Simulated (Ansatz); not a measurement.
`COC[SiH2]O`, charge 0, multiplicity 1.

Problem. Give a relaxed structure at PBE0-D4/def2-TZVP (Ansatz 0.2.0). (Best estimate.)

Solution. The calculation gave: 
Z-matrix (Å, degrees):
```
C
O 1 1.404
H 1 1.090 2 107.4
H 1 1.099 2 112.2 3 119.6
H 1 1.098 2 111.2 3 -119.2
C 2 1.422 1 112.8 3 -180.0
Si 6 1.898 2 110.5 1 79.6
H 6 1.100 2 110.9 1 -47.0
H 6 1.094 2 106.1 1 -162.8
O 7 1.647 6 106.1 2 37.6
H 7 1.486 6 110.4 2 156.4
H 7 1.490 6 112.1 2 -83.1
H 10 0.962 7 112.9 6 -17.2
```
This is one stationary point; other conformers may exist.
